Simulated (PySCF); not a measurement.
Running PySCF for KSe⁺

The script input.py:

```python
from pyscf import gto, dft

mol = gto.M(
    atom='K 0 0 0; Se 0 0 2.939',
    basis='def2-svp',
    charge=1,
    spin=2,
    verbose=4,
)
mf = dft.UKS(mol, xc='wb97x')
mf.kernel()
mf.analyze()
print('orbital energies (hartree):', [e[max(0, n-3):n+3].round(4) for e, n in zip(mf.mo_energy, mol.nelec)])
```

```bash
$ python input.py
```

It prints (some set-up lines and the per-cycle HOMO/LUMO lines with their warnings removed):

```
PySCF version 2.14.0

[INPUT] verbose = 4
[INPUT] num. atoms = 2
[INPUT] num. electrons = 52
[INPUT] charge = 1
[INPUT] spin (= nelec alpha-beta = 2S) = 2
[INPUT] symmetry False subgroup None
[INPUT] Mole.unit = angstrom
[INPUT] Symbol           X                Y                Z      unit          X                Y                Z       unit  Magmom
[INPUT]  1 K      0.000000000000   0.000000000000   0.000000000000 AA    0.000000000000   0.000000000000   0.000000000000 Bohr   0.0
[INPUT]  2 Se     0.000000000000   0.000000000000   2.939000000000 AA    0.000000000000   0.000000000000   5.553905080097 Bohr   0.0

nuclear repulsion = 116.314555377448
number of shells = 22
number of NR pGTOs = 125
number of NR cGTOs = 56
basis = def2-svp
ecp = {}

******** <class 'pyscf.dft.uks.UKS'> ********
method = UKS
initial guess = minao
damping factor = 0
level_shift factor = 0
DIIS = <class 'pyscf.scf.diis.CDIIS'>
diis_start_cycle = 1
diis_space = 8
diis_damp = 0
SCF conv_tol = 1e-09
SCF conv_tol_grad = None
SCF max_cycles = 50
direct_scf = True
direct_scf_tol = 1e-13
number electrons alpha = 27  beta = 25
XC library pyscf.dft.libxc version 7.0.0
    S. Lehtola, C. Steigemann, M. J.T. Oliveira, and M. A.L. Marques.,  SoftwareX 7, 1–5 (2018)
XC functionals = wb97x
    J.-D. Chai and M. Head-Gordon.,  J. Chem. Phys. 128, 084106 (2008)
radial grids:
    Treutler-Ahlrichs [JCP 102, 346 (1995); DOI:10.1063/1.469408] (M4) radial grids

becke partition: Becke, JCP 88, 2547 (1988); DOI:10.1063/1.454033
pruning grids: <function nwchem_prune>
grids dens level: 3
symmetrized grids: False
atomic radii adjust function: <function treutler_atomic_radii_adjust>
small_rho_cutoff = 0
Set gradient conv threshold to 3.16228e-05
tot grids = 40464
init E= -2999.99572025564

cycle= 1 E= -3000.8977916552  delta_E= -0.902  |g|= 0.135  |ddm|= 1.22
cycle= 2 E= -3000.90826626339  delta_E= -0.0105  |g|= 0.0902  |ddm|= 0.249
cycle= 3 E= -3000.90981754699  delta_E= -0.00155  |g|= 0.0125  |ddm|= 0.0745
cycle= 4 E= -3000.90998524256  delta_E= -0.000168  |g|= 0.00252  |ddm|= 0.0387
cycle= 5 E= -3000.90999338387  delta_E= -8.14e-06  |g|= 0.000394  |ddm|= 0.00757
cycle= 6 E= -3000.90999369853  delta_E= -3.15e-07  |g|= 8.81e-05  |ddm|= 0.00165
cycle= 7 E= -3000.90999371114  delta_E= -1.26e-08  |g|= 2.08e-05  |ddm|= 0.000309
cycle= 8 E= -3000.90999371192  delta_E= -7.83e-10  |g|= 2.76e-06  |ddm|= 8.4e-05
Extra cycle  E= -3000.90999371193  delta_E= -9.09e-12  |g|= 1.08e-06  |ddm|= 1.07e-05
converged SCF energy = -3000.90999371193  <S^2> = 2.0025328  2S+1 = 3.0016881
**** SCF Summaries ****
Total Energy =                       -3000.909993711933112
Nuclear Repulsion Energy =             116.314555377448102
One-electron Energy =                -4388.937225364187725
Two-electron Energy =                 1271.712676274806881
Two-electron Coulomb Energy =         1392.218109398017759
DFT Exchange-Correlation Energy =     -120.505433123210835
**** MO energy ****
                             alpha | beta                alpha | beta
[16 lines left out]
MO #17  energy= -2.42038143923025  | -2.41580830645522  occ= 1 | 1
MO #18  energy= -2.42038143923024  | -2.41580830645521  occ= 1 | 1
MO #19  energy= -2.41603683769675  | -2.41225251101641  occ= 1 | 1
MO #20  energy= -1.71319514711115  | -1.71319900464055  occ= 1 | 1
MO #21  energy= -1.07135758864285  | -1.0687739925727   occ= 1 | 1
MO #22  energy= -1.06665822939894  | -1.06657602709358  occ= 1 | 1
MO #23  energy= -1.06665822939893  | -1.06657602709357  occ= 1 | 1
MO #24  energy= -0.997045983942437 | -0.905966474499228 occ= 1 | 1
MO #25  energy= -0.580973124550224 | -0.520534768658663 occ= 1 | 1
MO #26  energy= -0.58097312455021  | -0.262350197842677 occ= 1 | 0
MO #27  energy= -0.548632894026805 | -0.262350197842674 occ= 1 | 0
MO #28  energy= -0.122923940100238 | -0.120286343572302 occ= 0 | 0
MO #29  energy= -0.0630146934737267 | -0.0581277307821005 occ= 0 | 0
MO #30  energy= -0.0630146934737148 | -0.0581277307820984 occ= 0 | 0
[26 lines left out]

To work with the spin densities directly, `use mulliken_meta_spin()` only printing them here.

 ** Mulliken spin pop alpha/beta on meta-lowdin orthogonal AOs **
 ** Mulliken Spin Density (per AO)  **
 ** Mulliken Spin Density (per atom)  **
spin density of  0 K =     -0.00557
spin density of  1 Se =      2.00557
 ** Mulliken pop alpha/beta on meta-lowdin orthogonal AOs **
 ** Mulliken pop       alpha | beta **
pop of  0 K 1s        1.00000 | 1.00000
pop of  0 K 2s        0.99996 | 0.99996
pop of  0 K 3s        0.99961 | 0.99962
pop of  0 K 4s        0.03250 | 0.03815
pop of  0 K 5s        0.00026 | 0.00062
pop of  0 K 2px       1.00000 | 1.00000
pop of  0 K 2py       1.00000 | 1.00000
pop of  0 K 2pz       1.00000 | 1.00000
pop of  0 K 3px       0.99998 | 0.99997
pop of  0 K 3py       0.99998 | 0.99997
pop of  0 K 3pz       0.99994 | 0.99993
pop of  0 K 4px       0.00026 | 0.00001
[44 lines left out]
In total            27.00000 | 25.00000
 ** Mulliken atomic charges   ( Nelec_alpha | Nelec_beta ) **
charge of  0K =      0.92360  (     9.03542      9.04098 )
charge of  1Se =      0.07640  (    17.96458     15.95902 )

WARN: System has nonzero charge 1; the dipole moment is origin-dependent.
Location of origin: [0. 0. 0.]

Dipole moment(X, Y, Z, Debye):  0.00000, -0.00000,  1.38181
orbital energies (hartree): [array([-0.581 , -0.581 , -0.5486, -0.1229, -0.063 , -0.063 ]), array([-1.0666, -0.906 , -0.5205, -0.2624, -0.2624, -0.1203])]
```

In short: E(SCF) = -3000.909994 Eh, 8 cycles, ⟨S²⟩ = 2.003.

Wall time 5.2 s on one thread of a shared host.

The bond length is a typed value, not an optimised one. The dipole of an ion depends on the origin. No search for the lowest solution was made.
